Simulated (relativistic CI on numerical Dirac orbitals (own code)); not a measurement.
Crystal-field levels of Ho4+, 4f9

Calculated by Dirac-Coulomb-Breit CI, separate exchange-only KLI orbitals for each configuration, QED by a radiative potential, one configuration in a parametric crystal field, unscaled Slater integrals (own radial code).

Field parameters in Wybourne normalisation; cubic f-shell fields have B⁴₄ = √(5/14) B⁴₀ and B⁶₄ = −√(7/2) B⁶₀. The field is a parameter set, without covalency.

S and J are read from ⟨S²⟩ = S(S + 1) and ⟨J²⟩ = J(J + 1) of each level; they are not fictitious spins.

Oh, B40 = -2980, B60 = 960 cm⁻¹, the lowest 16 levels:

```tsv
E (cm⁻¹)	Degeneracy	Irrep	S	J
0.0	4	Γ8	2.45	7.49
38.7	2	Γ7	2.45	7.49
120	4	Γ8	2.45	7.49
654	2	Γ6	2.45	7.49
751	4	Γ8	2.45	7.49
4267	2	Γ6	2.47	6.48
4306	4	Γ8	2.47	6.48
4333	2	Γ7	2.47	6.49
4547	2	Γ7	2.47	6.49
4631	4	Γ8	2.47	6.50
7165	2	Γ7	2.46	5.52
7269	4	Γ8	2.46	5.50
7282	2	Γ6	2.46	5.47
7352	4	Γ8	2.46	5.49
9316	4	Γ8	2.45	4.55
9518	4	Γ8	2.45	4.48
```

Oh, B40 = -1720, B60 = -1250 cm⁻¹, the lowest 16 levels:

```tsv
E (cm⁻¹)	Degeneracy	Irrep	S	J
0.0	4	Γ8	2.45	7.49
26.2	4	Γ8	2.45	7.49
480	4	Γ8	2.45	7.48
513	2	Γ6	2.45	7.48
543	2	Γ7	2.45	7.48
4209	2	Γ7	2.47	6.49
4317	4	Γ8	2.47	6.49
4371	2	Γ6	2.47	6.50
4472	4	Γ8	2.47	6.49
4649	2	Γ7	2.47	6.50
7027	4	Γ8	2.46	5.49
7333	2	Γ6	2.46	5.50
7344	4	Γ8	2.46	5.50
7365	2	Γ7	2.46	5.49
9114	2	Γ6	2.45	4.52
9357	4	Γ8	2.45	4.53
```

The next free-ion level lies 4122 cm⁻¹ above the lowest; the field splits the ground level into components whose J stays near 15/2 as long as their spread is small against that gap.

Levels of this model without a field, named by their leading LS term: ⁶H°15/2 0, ⁶H°13/2 4122, ⁶H°11/2 6979, ⁶H°9/2 9194, ⁶F°11/2 10805, ⁶H°7/2 10912, ⁶H°5/2 12190, ⁶F°9/2 12310 cm⁻¹.
